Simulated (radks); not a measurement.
Results of a calculation; reference values are marked as such.
Numerical settings for the niobium ion Nb3+, [Kr] 4d2. Level of theory: scalar-relativistic Kohn-Sham, LDA (Slater exchange, Perdew-Wang correlation), spin-polarised, spherical densities, point nucleus; open shells are filled with parallel spins first (spin-orbit coupling, left out, can overturn this in heavy ions) (a radial shooting solver on a logarithmic mesh with Libxc functionals). The defaults (mesh step 0.008 in ln r, mesh end at 40 bohr or more with all orbitals vanishing there, Anderson mixing 0.5 over 9 steps, residual threshold near 1e-9 with the energy settled to 1e-9 hartree or 1e-11 of itself, here a cap of 85 iterations) give E = -3813.8787 hartree and 4d at -31.440 eV in 14 iterations. Times are rough (one thread of a shared host). Changes against that run (0 stands for a change within the tolerance of the run):

\begin{tabular}{lrrrrr}
setting & iterations & converged & E (mhartree) & e(4d) (meV) & CPU (s) \\ \hline
mesh step in ln r 0.08 & 4 & no & diverged & - & 0.05 \\
mesh step in ln r 0.005 & 14 & yes & 0 & 0 & 0.58 \\
mesh step in ln r 0.02 & 14 & yes & 0 & 0 & 0.16 \\
mesh end (bohr) 5 & 14 & yes & +3.21 & +130 & 0.37 \\
mesh end (bohr) 12 & 14 & yes & 0 & 0 & 0.43 \\
residual threshold 1e-05 & 10 & yes & 0 & +0.0852 & 0.34 \\
residual threshold 1e-13 & 20 & yes & 0 & 0 & 0.48 \\
mixing 0.05 & 17 & yes & 0 & 0 & 0.49 \\
linear mixing, mixing 0.05 & 85 & no & +0.196 & -110 & 2 \\
linear mixing, mixing 0.8 & 29 & yes & 0 & 0 & 0.61 \\
mixing history 3 & 16 & yes & 0 & 0 & 0.35 \\
iteration cap 2 & 2 & no & +2.09e+03 & -2.21e+04 & 0.07 \\
\end{tabular}

Settings that end as converged yet miss the energy by more than 1 mhartree: mesh end (bohr) 5 (+0.00321 hartree). A mesh that ends early acts as a hard wall.
